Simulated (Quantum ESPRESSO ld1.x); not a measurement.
The numbers below are computed, except where a source is named.
Problem. Spin polarisation of the 4f10 shell in Dy2+. Start: [Xe] 4f(up 5, down 5); electrons of 4f are moved from spin down to spin up, other shells keep equal spins. Code: ld1.x of Quantum ESPRESSO 7.5. Model: scalar-relativistic Kohn-Sham, LDA (Slater exchange, Perdew-Zunger correlation), spin-polarised, spherical densities, point nucleus. Estimate the energy gained and the exchange splitting at a moment of 4 Bohr magnetons.

Solution. At moment 4 the spin-polarisation energy is -2.741 eV and the 4f exchange splitting 2.736 eV, that is 0.684 eV per Bohr magneton; E = -I m^2/4 would give I = 0.685 eV.
